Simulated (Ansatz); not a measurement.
Consider the redistribution: `O[Si]([SiH3])(Cl)Cl` + `[OH][GeH2][O][SiH](O)O` → `O[SiH2][Si](O)(Cl)Cl` + `O[SiH2][O][GeH2][OH]`.

Calculated with Ansatz (gas phase, PBE0-D4/def2-TZVP geometries, no zero-point term in ΔE). CBS: MP2 limit from def2 TZ/QZ plus the TZ coupled-cluster correction, frozen cores. Functionals use def2-TZVPP. For Ge outer-core shells are correlated without core-valence functions, which leaves a few kJ/mol of doubt a bond. Scalar relativity is left out up to krypton. One conformer a species, not always the lowest.

```json
{"level": "PBE-D4", "ΔE (kJ/mol)": "50.4"}
{"level": "CCSD(T)/def2-TZVPP", "ΔE (kJ/mol)": "53.5"}
```

Question: What does CCSD(T)/CBS give? (Estimate.)

Answer: The calculation gave: +52.4 kJ/mol. The listed levels differ from it by -2.0, 1.1 kJ/mol.

Largest T1 diagnostic among the species: 0.012.

In def2-TZVPP, CCSD(T) changes the Hartree–Fock value by +6.9 kJ/mol (the triples alone add +0.8 kJ/mol) and MP2 by +4.7 kJ/mol. The D4 term adds +3.8 kJ/mol with B3LYP and +1.8 kJ/mol with PBE0; it sums over pairs of atoms, weighted by their polarisabilities, and B3LYP, whose exchange is more repulsive, gets the larger term.

B3LYP here is the variant with VWN-RPA as its local correlation; programs differ in this.
